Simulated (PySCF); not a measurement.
Ga(H)(Me)(Et), SMILES [CH3][GaH][CH2]C, PBE0/def2-SVP optimised geometry.

```
13

Ga     0.33    -0.57     0.00
H     -0.43    -1.96     0.00
C      2.30    -0.57     0.00
H      2.73     0.44     0.01
H      2.68    -1.10    -0.89
H      2.68    -1.13     0.87
C     -0.71     1.11     0.00
C     -2.23     0.98     0.01
H     -0.37     1.70    -0.88
H     -0.36     1.70     0.87
H     -2.59     0.44     0.90
H     -2.59     0.42    -0.87
H     -2.73     1.96     0.00
```

Density from PBE0/def2-TZVP (PySCF) at that geometry.

Minimum of the electron density along straight lines between bonded atoms, close to the bond critical point (lines longer than 1.1 times the sum of covalent radii, or with two minima, are not listed):

```json
[
 {"bond": "Ga1–H2", "length / Å": "1.583", "ρ at the minimum / e bohr⁻³": "0.111", "∇²ρ there / e bohr⁻⁵": "0.14", "position (fraction from the first atom)": "0.60"},
 {"bond": "Ga1–C3", "length / Å": "1.973", "ρ at the minimum / e bohr⁻³": "0.113", "∇²ρ there / e bohr⁻⁵": "0.20", "position (fraction from the first atom)": "0.48"},
 {"bond": "C3–H4", "length / Å": "1.100", "ρ at the minimum / e bohr⁻³": "0.267", "∇²ρ there / e bohr⁻⁵": "-0.87", "position (fraction from the first atom)": "0.64"},
 {"bond": "C3–H5", "length / Å": "1.103", "ρ at the minimum / e bohr⁻³": "0.264", "∇²ρ there / e bohr⁻⁵": "-0.85", "position (fraction from the first atom)": "0.64"},
 {"bond": "C3–H6", "length / Å": "1.103", "ρ at the minimum / e bohr⁻³": "0.264", "∇²ρ there / e bohr⁻⁵": "-0.85", "position (fraction from the first atom)": "0.64"},
 {"bond": "Ga1–C7", "length / Å": "1.981", "ρ at the minimum / e bohr⁻³": "0.113", "∇²ρ there / e bohr⁻⁵": "0.19", "position (fraction from the first atom)": "0.48"},
 {"bond": "C7–C8", "length / Å": "1.525", "ρ at the minimum / e bohr⁻³": "0.242", "∇²ρ there / e bohr⁻⁵": "-0.59", "position (fraction from the first atom)": "0.50"},
 {"bond": "C7–H9", "length / Å": "1.106", "ρ at the minimum / e bohr⁻³": "0.264", "∇²ρ there / e bohr⁻⁵": "-0.85", "position (fraction from the first atom)": "0.64"},
 {"bond": "C7–H10", "length / Å": "1.106", "ρ at the minimum / e bohr⁻³": "0.264", "∇²ρ there / e bohr⁻⁵": "-0.85", "position (fraction from the first atom)": "0.64"},
 {"bond": "C8–H11", "length / Å": "1.102", "ρ at the minimum / e bohr⁻³": "0.271", "∇²ρ there / e bohr⁻⁵": "-0.91", "position (fraction from the first atom)": "0.64"},
 {"bond": "C8–H12", "length / Å": "1.102", "ρ at the minimum / e bohr⁻³": "0.271", "∇²ρ there / e bohr⁻⁵": "-0.91", "position (fraction from the first atom)": "0.64"},
 {"bond": "C8–H13", "length / Å": "1.103", "ρ at the minimum / e bohr⁻³": "0.270", "∇²ρ there / e bohr⁻⁵": "-0.90", "position (fraction from the first atom)": "0.64"}
]
```
